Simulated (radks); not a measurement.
Q: The table gives one normalised radial function P(r) = r R(r) of V8+ in [Ne] 3s2 3p3 (r in bohr). Method: scalar-relativistic Kohn-Sham, r2SCAN, spin-polarised, spherical densities, finite nucleus; open shells are filled with parallel spins first; meta-GGA in the generalised Kohn-Sham scheme; Fermi nuclear charge, rms radius 3.6002 fm; computed with a radial shooting solver on a logarithmic mesh with Libxc functionals.

r,P
0.006078,0.3533
0.007665,0.4274
0.009666,0.5118
0.01209,0.6013
0.01525,0.6983
0.01908,0.7895
0.02406,0.8699
0.0301,0.9178
0.03796,0.9141
0.0475,0.8335
0.0599,0.6430
0.07494,0.3369
0.0945,-0.1076
0.1182,-0.6286
0.1491,-1.1863
0.188,-1.6470
0.2352,-1.8833
0.2967,-1.8354
0.3712,-1.5212
0.4681,-1.0372
0.5856,-0.5801
0.7385,-0.2453
0.9239,-0.0811
1.165,-0.0176
1.458,-0.0026
1.838,-0.0002
2.3,0.0000
2.9,0.0000

Which n and l does it have? It may be an empty orbital.

A: n = 2, l = 0: the number of nodes gives n - l - 1 = 1, the rise at small r (about r^(l+1)) gives l, and the extent must fit the shell. The curve is that of 2s down; the table hardly tells the two spins apart. 2s down: eigenvalue -782.42 eV, 1 radial node at r = 0.0898 bohr, <r> = 0.306 bohr, 90 % of the charge inside 0.474 bohr.
